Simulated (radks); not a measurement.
W+, 73 electrons, occupied as [Xe] 4f14 5d4 6s1.

Calculated with a radial shooting solver on a logarithmic mesh with Libxc functionals: scalar-relativistic Kohn-Sham, Slater X-alpha with alpha = 0.667, spin-unpolarised, spherical densities, point nucleus.

Energy parts (eV):
total: -438792.36
kinetic: 483628.41
electron-nucleus: -1085047.34
Hartree: 170941.28
exchange: -8314.72

Orbitals (lengths in bohr, moments of r in powers of bohr; r(max) is where P^2 peaks):
orbital  occ.  eigenvalue (eV)   r(max)      <r>      <r^2>   <1/r>
1s          2        -69444.82  0.01146  0.01835  0.0004634   87.05
2s          2        -11991.76  0.06571  0.07761   0.007126   20.35
2p          6        -10491.64  0.05390  0.06946   0.005895   18.44
3s          2        -2765.766   0.1854   0.2012    0.04630   7.533
3p          6        -2321.621   0.1835   0.2014    0.04705   6.956
3d         10        -1809.967   0.1493   0.1824    0.03901   6.575
4s          2        -574.6034   0.4207   0.4498     0.2285   3.205
4p          6        -428.8668   0.4413   0.4783     0.2603   2.911
4d         10        -244.1746   0.4522   0.5117     0.3035   2.590
4f         14         -39.4315   0.4280   0.6084     0.4656   2.084
5s          2         -85.4134   0.9617    1.067      1.280   1.255
5p          6         -49.5542    1.091    1.250      1.774   1.052
5d          4         -10.7429    1.496    1.989      4.745  0.6601
6s          1         -11.4406    2.575    2.982      10.04  0.4237

The highest occupied level is 5d at -10.743 eV. Summed over all electrons, <r^2> = 54.62 bohr^2, which gives a Langevin (diamagnetic) susceptibility term of -43.3 x 10^-6 cm^3/mol. For comparison, the ionisation energy in NIST's Atomic Spectra Database is 16.4 eV (semi-empirical). In exact Kohn-Sham theory the highest level is minus the ionisation energy, but local and semilocal functionals leave it too shallow, through self-interaction and a potential that decays too fast; potentials with the right tail come closer.

Beside tabulated values, note that spin-unpolarised runs miss the spin-polarisation part of the exchange energy of open shells.
